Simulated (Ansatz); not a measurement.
Consider the ligand exchange at a B–O bond: `BOBF` + H₂S → `FBS` + `BO`.

Isolated molecules relaxed with PBE0-D4/def2-TZVP in Ansatz; ΔE leaves out vibrations. CCSD(T)/CBS adds triple-zeta CCSD(T) − MP2 to the extrapolated MP2 energy (def2 sets, frozen cores). This one scheme is used for every species. Functionals use def2-TZVPP. One conformer a species, not always the lowest.

```
          level  ΔE (kJ/mol)  difference from CCSD(T)/CBS
         B97M-V         39.6                         -3.9
     r2SCANh-D4         38.4                         -5.1
     r2SCAN0-D4         41.3                         -2.2
         B2PLYP         43.3                         -0.2
            PBE         26.7                        -16.8
        r2SCANh         38.3                         -5.2
CCSD/def2-TZVPP         47.4                          3.9
 MP2/def2-QZVPP         41.9                         -1.6
  MP2/CBS(def2)         41.3                         -2.2
 CCSD/CBS(def2)         47.6                          4.1
    CCSD(T)/CBS         43.5                            0
```

What do rigid-rotor, harmonic-oscillator terms from PBE0-D4/def2-TZVP frequencies (298.15 K, 1 bar) make of the CCSD(T)/CBS value? (Estimate.)

Ansatz gave: ΔZPE = +10.0 kJ/mol, ΔH = +50.9 kJ/mol, ΔS = 3 J/(mol·K), ΔG = +50.1 kJ/mol.

Largest T1 diagnostic among the species: 0.014.

From r2SCAN to r2SCAN0 (25 % exact exchange), in def2-TZVPP and without D4, ΔE moves by +5.1 kJ/mol. Leaving LDA and LC-ωPBE aside and taking each functional with its dispersion term where it has one, the values, not all of them listed here, spread over 26.2 kJ/mol, from revPBE-D4 to BHLYP-D4. LDA lies +4.3 kJ/mol from PBE without D4.
